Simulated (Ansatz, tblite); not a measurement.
Removing and adding an electron: SiTe₂ (the lowest singlet isomer of a short search). The state is a singlet with charge 0. Geometry: r2SCAN-D4/def2-TZVP. Ansatz, gas phase; energy differences of separate SCF runs; the oxidised species was run as a doublet alone; the reduced species was run as a doublet alone.

```xyz
3

Si    0.999   -0.810    0.487
Te   -1.376   -0.094    0.724
Te    0.377    0.903   -1.212
```

In the def2 sets Te takes a core potential; there is no spin–orbit coupling. The xTB rows come from tblite. Correlated methods freeze 13 core orbitals; core or outer-core shells of Te are correlated, in sets that lack core-valence functions. HOMO above LUMO, or a gap near zero within one spin, warns that the state may not be the lowest or that an electron is smeared out. The structure comes from a short search, and lower isomers may exist.

```json
{"level": "GFN1-xTB", "−HOMO (eV)": "8.96", "vertical IE (eV)": "12.21", "−LUMO (eV)": "6.84", "vertical EA (eV)": "–", "HOMO–LUMO gap (eV)": "2.12", "remarks": "–"}
{"level": "HF/def2-TZVPP", "−HOMO (eV)": "–", "vertical IE (eV)": "7.00", "−LUMO (eV)": "–", "vertical EA (eV)": "–", "HOMO–LUMO gap (eV)": "–", "remarks": "spin-contaminated (⟨S²⟩ 0.87) (+1 doublet)"}
{"level": "PBE-D4/def2-TZVPD", "−HOMO (eV)": "5.01", "vertical IE (eV)": "–", "−LUMO (eV)": "3.52", "vertical EA (eV)": "1.20", "HOMO–LUMO gap (eV)": "1.49", "remarks": "HOMO above zero (-1 doublet), gap within one spin near zero (-1 doublet)"}
{"level": "r2SCAN-D4/def2-TZVP", "−HOMO (eV)": "5.20", "vertical IE (eV)": "7.68", "−LUMO (eV)": "3.47", "vertical EA (eV)": "–", "HOMO–LUMO gap (eV)": "1.73", "remarks": "–"}
{"level": "MP2/def2-TZVPP", "−HOMO (eV)": "–", "vertical IE (eV)": "7.78", "−LUMO (eV)": "–", "vertical EA (eV)": "–", "HOMO–LUMO gap (eV)": "–", "remarks": "spin-contaminated (⟨S²⟩ 0.87) (+1 doublet)"}
{"level": "CCSD(T)/def2-TZVPP", "−HOMO (eV)": "–", "vertical IE (eV)": "7.68", "−LUMO (eV)": "–", "vertical EA (eV)": "–", "HOMO–LUMO gap (eV)": "–", "remarks": "spin-contaminated (⟨S²⟩ 0.87) (+1 doublet)"}
```

Q: Estimate the rows for GFN2-xTB, PBE-D4/def2-TZVP, r2SCAN-D4/def2-TZVPD, PBE0-D4/def2-TZVP, PBE0-D4/def2-TZVPD, CCSD/def2-TZVPP.

A: 
| level | −HOMO (eV) | vertical IE (eV) | −LUMO (eV) | vertical EA (eV) | HOMO–LUMO gap (eV) | remarks |
| --- | --- | --- | --- | --- | --- | --- |
| GFN2-xTB | 7.71 | 11.83 | 6.16 | – | 1.56 | – |
| PBE-D4/def2-TZVP | 4.98 | 7.60 | 3.49 | – | 1.49 | – |
| r2SCAN-D4/def2-TZVPD | 5.21 | – | 3.49 | 1.31 | 1.73 | HOMO above zero (-1 doublet) |
| PBE0-D4/def2-TZVP | 5.89 | 7.70 | 2.83 | – | 3.06 | – |
| PBE0-D4/def2-TZVPD | 5.91 | – | 2.86 | 1.31 | 3.05 | HOMO above zero (-1 doublet) |
| CCSD/def2-TZVPP | – | 7.66 | – | – | – | spin-contaminated (⟨S²⟩ 0.87) (+1 doublet) |

   A HOMO above zero means that the electron is unbound at that level or that self-interaction error raises the level; the energy of removing that electron tells which. Raw xTB energy differences between charge states are shifted by several eV; the methods need an empirical correction for them.
